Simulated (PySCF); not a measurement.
Rhodium: a sound run and one with changed settings

Sound run: Rh²⁺ [Kr] 4d7, Rh³⁺ [Kr] 4d6. Computed with PySCF 2.14 in def2-TZVP with the def2 core potential (28 electrons) (6s4p3d1f, 40 functions), with scalar relativity through the core potential. In the sound run the correlated levels freeze 4s2 4p6 outside the core potential. The sound run starts from symmetry-adapted Hartree-Fock orbitals and uses a fine grid where one is needed.

Changed run: all electrons correlated in a basis built for the valence shell.

| species | method | sound run (hartree) | changed run (hartree) | converged |
| --- | --- | --- | --- | --- |
| Rh²⁺ | MP2 | -109.02733 | -109.21581 | yes |
| Rh³⁺ | MP2 | -107.91142 | -108.10446 | yes |

Ionisation energy of Rh²⁺:

```
 method  sound run (eV)  changed run (eV)
    UHF          29.413            29.413
    MP2          30.366            30.241
SCS-MP2          30.474            30.240
```

A valence basis has no tight correlating functions, so it recovers only part of the core correlation, and not evenly between atom and ion.

For comparison, NIST gives 31.06 eV between the lowest levels.
